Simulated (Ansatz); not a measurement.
Geometry optimisation, RKS PBE-D4/6-31G* in Ansatz.

Input file:

```yaml
crystal:
  periodic: [false, false, false]
  atoms:
    - { symbol: B, position_ang: [-0.022683, 0.615321, -0.539853] }
    - { symbol: F, position_ang: [0.020831, 0.136685, 1.95026] }
    - { symbol: "N", position_ang: [1.236403, 0.029568, -0.842078] }
    - { symbol: H, position_ang: [1.338019, -0.956067, -1.075555] }
    - { symbol: H, position_ang: [2.090549, 0.42787, -0.464878] }
    - { symbol: "N", position_ang: [-1.275107, 0.022477, -0.846029] }
    - { symbol: H, position_ang: [-1.388935, -0.944765, -1.139194] }
    - { symbol: H, position_ang: [-2.154905, 0.479341, -0.631535] }
    - { symbol: H, position_ang: [-0.02896, 1.756999, -0.163381] }
    - { symbol: H, position_ang: [-0.148512, 0.938871, 1.496444] }
basis:
  gaussian: { orbitals: "6-31G*" }
hamiltonian:
  xc: pbe
  dispersion: d4
relax:
  f_tol: 0.03
  max_steps: 50
```

Command:

```bash
$ ansatz run input.yaml --threads 1 --pin off --max-ram 2048MiB --backend cpu --events-out ev --progress --plain --runs-dir out
```

**Question.** Where does it end, and by what steps?

**Answer.** The forces met the threshold. After 8 steps the energy has fallen by 0.111 eV; F2 moved furthest, 0.47 Å.

```json
{"step": "0", "energy less start (eV)": "0.0000", "largest force component (eV/Å)": "0.751", "accepted": "yes"}
{"step": "1", "energy less start (eV)": "-0.0675", "largest force component (eV/Å)": "0.881", "accepted": "yes"}
{"step": "2", "energy less start (eV)": "-0.0676", "largest force component (eV/Å)": "1.310", "accepted": "yes"}
{"step": "3", "energy less start (eV)": "-0.0035", "largest force component (eV/Å)": "1.764", "accepted": "no"}
{"step": "4", "energy less start (eV)": "-0.1039", "largest force component (eV/Å)": "0.241", "accepted": "yes"}
{"step": "5", "energy less start (eV)": "-0.1076", "largest force component (eV/Å)": "0.124", "accepted": "yes"}
{"step": "6", "energy less start (eV)": "-0.1094", "largest force component (eV/Å)": "0.054", "accepted": "yes"}
{"step": "7", "energy less start (eV)": "-0.1104", "largest force component (eV/Å)": "0.034", "accepted": "yes"}
{"step": "8", "energy less start (eV)": "-0.1105", "largest force component (eV/Å)": "0.007", "accepted": "yes"}
```

```xyz
10
Properties=species:S:1:pos:R:3
B -0.031 0.554 -0.552
F -0.054 0.420 2.312
N 1.230 -0.014 -0.853
H 1.356 -0.934 -1.269
H 2.096 0.397 -0.522
N -1.281 -0.003 -0.911
H -1.397 -0.917 -1.343
H -2.159 0.425 -0.637
H -0.039 1.640 0.005
H -0.055 0.939 1.514
```

Whether the end is a true minimum wasn't checked by a vibrational analysis.

Time of the run: 7.6 s on 1 thread of AMD EPYC 9R45 96-Core Processor (Zen 5), on a shared host, peak memory 0.15 GiB.
